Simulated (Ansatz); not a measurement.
Computed with Ansatz on PBE0-D4/def2-TZVP structures; ΔE is electronic, products minus reactants. CBS: MP2 limit from def2 TZ/QZ plus the TZ coupled-cluster correction, frozen cores. This one scheme is used for every species. Functionals use def2-TZVPP. B3LYP here is the variant with VWN-RPA as its local correlation; programs differ in this. HSE06 is defined as in plane-wave codes. Each species was taken in one conformer, which may not be the lowest.

`C[O][Al]([OH])[F]` + CH₄ → `[CH3][Al]([OH])[F]` + CH₃OH  (formal exchange of groups at the Al–O bond)

```
             level  ΔE (kJ/mol)  difference from CCSD(T)/CBS
            B97M-V        126.4                          0.8
          B3LYP-D4        128.9                          3.3
          HSE06-D4        117.5                         -8.1
          BHLYP-D4        134.0                          8.4
      CAM-B3LYP-D4        130.3                          4.7
          PBE-QIDH        124.3                         -1.3
              BLYP        124.2                         -1.4
            r2SCAN        126.6                          1.0
             BHLYP        132.4                          6.8
     CCSD/def2-SVP        133.4                          7.8
  CCSD(T)/def2-SVP        132.4                          6.8
     HF/def2-TZVPP        139.3                         13.7
    MP2/def2-TZVPP        130.6                          5.0
SCS-MP2/def2-TZVPP        132.9                          7.3
   CCSD/def2-TZVPP        129.1                          3.5
     HF/def2-QZVPP        140.2                         14.6
       CCSD(T)/CBS        125.6                            0
```

Largest T1 diagnostic among the species: 0.012.

At CCSD(T), def2-SVP lies +6.7 kJ/mol from the extrapolated value and def2-TZVPP +1.7 kJ/mol. From PBE to PBE0 (25 % exact exchange), in def2-TZVPP and without D4, ΔE moves by +3.7 kJ/mol.
